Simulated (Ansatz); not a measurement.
Geometry optimisation, RKS BHLYP-D4/def2-SVP (Ansatz 0.2.0).

Input:

```yaml
crystal:
  periodic: [false, false, false]
  atoms:
    - { symbol: Ga, position_ang: [0.03955, 0.300018, -0.091612] }
    - { symbol: H, position_ang: [-0.114833, 0.060939, 1.453904] }
    - { symbol: H, position_ang: [1.432793, 0.692985, -0.677082] }
    - { symbol: H, position_ang: [-1.229831, 0.173894, -0.995107] }
    - { symbol: S, position_ang: [0.290388, -2.98007, 0.989049] }
    - { symbol: H, position_ang: [-1.022266, -3.126215, 0.754365] }
    - { symbol: H, position_ang: [0.104799, -1.786452, 1.650282] }
basis:
  gaussian: { orbitals: def2-SVP }
hamiltonian:
  xc: { name: BHLYP }
  dispersion: d4
relax:
  f_tol: 0.03
  max_steps: 50
```

Command:

```bash
$ ansatz run input.yaml --threads 1 --pin off --max-ram 2048MiB --backend cpu --events-out ev --progress --plain --runs-dir out
```

Where does it end, and by what steps?

It converged. The force dipped under the threshold on the way, but the program's further checks kept it going. After 18 steps the energy has fallen by 0.406 eV; H7 moved furthest, 0.88 Å. Joined: Ga1–S5 (3.46 → 2.68 Å).

```
step  energy less start (eV)  largest force component (eV/Å)  accepted
   0                  0.0000                           0.905       yes
   1                 -0.0783                           0.828       yes
   2                 -0.1304                           1.064       yes
   3                 -0.2458                           0.957       yes
   4                 -0.3357                           0.924       yes
   5                 -0.3875                           0.148       yes
   6                 -0.3938                           0.048       yes
   7                 -0.3979                           0.032       yes
   8                 -0.3977                           0.206        no
   9                 -0.3995                           0.025       yes
  10                 -0.4002                           0.280       yes
  11                 -0.4022                           0.117       yes
  12                 -0.4043                           0.055       yes
  13                 -0.4046                           0.046       yes
  14                 -0.4042                           0.255        no
  15                 -0.4049                           0.029       yes
  16                 -0.4053                           0.159       yes
  17                 -0.4059                           0.038       yes
  18                 -0.4061                           0.003       yes
```

```xyz
7
Properties=species:S:1:pos:R:3
Ga -0.042 0.119 -0.021
H -0.555 0.551 1.401
H 1.482 0.277 -0.358
H -1.082 -0.035 -1.186
S 0.101 -2.506 0.505
H -1.117 -2.649 1.048
H 0.714 -2.423 1.695
```

Whether the end is a true minimum wasn't checked by a vibrational analysis.

The run took 75 s on 1 thread of Arm Neoverse N1 (shared host), peak memory 0.15 GiB.
